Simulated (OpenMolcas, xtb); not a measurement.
# CH6ClSi2 (SMILES C[Si]([SiH3])Cl): the dipole moment, rung by rung

CH6ClSi2: 10 atoms, total charge 0, spin state doublet. SMILES: `C[Si]([SiH3])Cl`. The shape is that of a PBE0-D4/def2-TZVP optimisation.

```xyz
10

C    -0.8176    1.3759   -0.7590
Si   -0.3934   -0.4474   -0.7454
Si    1.2535   -1.0739    0.7914
Cl   -2.1231   -1.5126   -0.3300
H     0.0787    1.9662   -0.9650
H    -1.2235    1.6808    0.2097
H    -1.5616    1.5921   -1.5283
H     1.4905   -2.5356    0.6764
H     0.8714   -0.7509    2.1951
H     2.5082   -0.3458    0.4578
```

Each level gives the dipole moment (D). The values are calculated.

```json
{"level": "GFN1-xTB", "kind": "semi-empirical", "program": "xtb", "value (D)": "2.08", "CPU time": "under 2 s"}
{"level": "UHF/def2-SVP", "kind": "Hartree–Fock", "program": "OpenMolcas", "value (D)": "1.94", "CPU time": "16 s"}
{"level": "USVWN5/def2-SVP", "kind": "LDA", "program": "OpenMolcas", "value (D)": "1.64", "CPU time": "52 s"}
{"level": "UPBE/def2-SVP", "kind": "GGA", "program": "OpenMolcas", "value (D)": "1.63", "CPU time": "73 s"}
{"level": "UM06-L/def2-SVP", "kind": "meta-GGA", "program": "OpenMolcas", "value (D)": "1.79", "CPU time": "83 s"}
{"level": "UPBE0/def2-SVP", "kind": "global hybrid", "program": "OpenMolcas", "value (D)": "1.76", "CPU time": "70 s"}
```

The values span 1.63 to 2.08 D. Magnitudes only. Times are those of the runs behind each value, whatever else they computed, on shared processors of several kinds: orders of magnitude only.
